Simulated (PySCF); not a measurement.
H3Al, charge +1, doublet, geometry from GFN2-xTB (such geometries of metal compounds can be far from the true shape) (a state made from the parent by changing its charge; the spin is typed, not shown lowest), atoms displaced at random by about 0.03 Å a coordinate. Base run: TPSS/STO-3G, gradient run with PySCF.

The PySCF input:
```python
from pyscf import gto, scf, dft

mol = gto.M(
    atom='''
Al    0.024449   -0.023111    0.024480
H     0.664584   -0.470191    1.380584
H    -0.337192    1.517050   -0.264506
H    -0.321740   -1.143413   -1.147882
''',
    basis='sto-3g',
    charge=1,
    spin=1,
    verbose=4,
)

mf = dft.UKS(mol)
mf.xc = 'tpss'
mf.kernel()
g = mf.nuc_grad_method()
grad = g.kernel()
```

The coordinate followed is z of atom 2.

Variants of this job, named by their change:

```
change                                                  dE/dx (Eh/bohr)  net force (Eh/bohr)        outcome
------------------------------------------------------  ---------------  -------------------  -------------
base                                                           0.020058             0.000003      converged
grids.level = 5; grid_response = on                            0.020058             0.000000      converged
finite difference step (bohr) = 1e-4; conv_tol = 1e-11         0.020061                    -      converged
grids.level = 1; grid_response = off                           0.020075             0.000197      converged
conv_tol = 1e-11                                               0.020058             0.000003      converged
density fitting = on                                           0.020034             0.000003      converged
finite difference step (bohr) = 0.2; conv_tol = 1e-11                 -                    -  not converged
finite difference step (bohr) = 1e-3; conv_tol = 1e-11         0.020060                    -      converged
conv_tol = 1e-6                                                       -                    -  not converged
finite difference step (bohr) = 0.01; conv_tol = 1e-11         0.020055                    -      converged
density fitting = on; auxbasis_response = off                  0.019958             0.000044      converged
grids.level = 0; grid_response = on                                   -                    -  not converged
```

The net force is zero for an exact gradient.

Open shells are given as the SCF converged; they aren't shown to be the lowest states, and a large step between rows can be another state.
